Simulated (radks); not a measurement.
The numbers below are computed, except where a source is named.
Species: Cu+. Configuration: [Ar] 3d10. Level of theory: non-relativistic Kohn-Sham, PBE, spin-polarised, spherical densities, point nucleus; hard spherical wall at 2 bohr (a radial shooting solver on a logarithmic mesh with Libxc functionals).

Normalised radial functions P(r) = r R(r), r in bohr:

r,3s,3p,3d
0.002157,0.0708,0.0012,0.0000
0.003019,0.0966,0.0023,0.0000
0.004225,0.1304,0.0044,0.0000
0.005912,0.1734,0.0083,0.0001
0.008272,0.2257,0.0157,0.0001
0.01158,0.2848,0.0294,0.0004
0.0162,0.3428,0.0538,0.0010
0.02267,0.3835,0.0959,0.0025
0.03172,0.3794,0.1648,0.0063
0.04439,0.2931,0.2688,0.0153
0.06211,0.0913,0.4069,0.0360
0.08691,-0.2206,0.5529,0.0800
0.1216,-0.5474,0.6353,0.1659
0.1702,-0.6820,0.5380,0.3145
0.2382,-0.3996,0.1613,0.5325
0.3333,0.3017,-0.4484,0.7873
0.4663,1.0368,-1.0221,0.9960
0.6526,1.2929,-1.2244,1.0600
0.9132,0.9792,-0.9854,0.9462
1.278,0.4733,-0.5442,0.6747
1.788,0.0973,-0.1298,0.2096

3s: eigenvalue -95.215 eV, 2 radial nodes at r = 0.0692, 0.293 bohr, <r> = 0.733 bohr, 90 % of the charge inside 1.10 bohr. 3p: eigenvalue -55.518 eV, 1 radial node at r = 0.263 bohr, <r> = 0.759 bohr, 90 % of the charge inside 1.17 bohr. 3d: eigenvalue 12.846 eV, 0 radial nodes, <r> = 0.814 bohr, 90 % of the charge inside 1.31 bohr.
